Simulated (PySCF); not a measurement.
H5PSn. Atoms are numbered in the order given.

```xyz
7

Sn    -0.5916     0.0013     0.0000
P      1.9353    -0.1201     0.0000
H     -1.1687    -0.8111     1.4022
H     -1.1687    -0.8111    -1.4022
H     -1.1816     1.6190     0.0000
H      2.0346     0.8702     1.0308
H      2.0346     0.8702    -1.0308
```
Charge 0, spin multiplicity 1.

Geometry: PBE-D3(BJ)/def2-TZVP. The def2 effective core potentials stand for the cores of Sn; spin–orbit coupling is left out.

Computed with IEF-PCM-M06-2X/def2-SVP (PySCF).

The values are the electrostatic part of the solvation free energy, E(continuum) − E(gas) at the gas-phase geometry, in a cavity of scaled van der Waals radii (PySCF's table); cavitation and dispersion terms are not included. A continuum can't describe solvent molecules that bind to the metal. In vacuum the orbital gap is 9.11 eV. The dipole moment in vacuum is 0.81 D.

### Question
Estimate the values in water (ε = 78.36), benzene (ε = 2.27), tetrahydrofuran (ε = 7.43). (An estimate is asked for; the answer gives what the named calculation found.)

### Answer

```json
[
 {"solvent": "water", "ε": "78.36", "ΔG(elec) (kcal/mol)": "-1.4", "dipole (D)": "1.17", "gap (eV)": "9.18"},
 {"solvent": "benzene", "ε": "2.27", "ΔG(elec) (kcal/mol)": "-0.6", "dipole (D)": "0.95", "gap (eV)": "9.14"},
 {"solvent": "tetrahydrofuran", "ε": "7.43", "ΔG(elec) (kcal/mol)": "-1.1", "dipole (D)": "1.08", "gap (eV)": "9.17"}
]
```
